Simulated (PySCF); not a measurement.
# Polarisability and C₆ of Pt (platinum, neutral)

[Xe] 4f14 5d10, closed-shell 1S (an excited configuration). Calculation: PySCF 2.14, in aug-cc-pwCVTZ-PP with ECP60MDF; scalar relativity through the core potential. Coupled (time-dependent) response in atomic units; α is the mean over directions.

| method | mean α (bohr³) | C₆ (like pair) | S(−4) |
| --- | --- | --- | --- |
| UHF | 25.40 | 211.2 | 345.0 |
| PBE | 32.12 | 272.5 | 688.9 |
| PBE0 | 29.54 | 250.5 | 521.6 |
| revPBE | 32.45 | 274.8 | 720.4 |

S(−4) is the Cauchy moment in α(ω) = α(0) + S(−4) ω² + …

α(iu) at revPBE:

```tsv
u (hartree)	α(iu) (bohr³)
0	32.45
0.0500	30.81
0.100	27.24
0.200	20.70
0.300	16.60
0.500	11.90
0.750	8.485
1.00	6.344
1.50	3.932
2.00	2.680
3.00	1.472
5.00	0.6322
```

Energies and moments cover only the electrons outside the core potential. Spin-orbit coupling, which splits the p, d and f shells strongly at this Z, is absent.
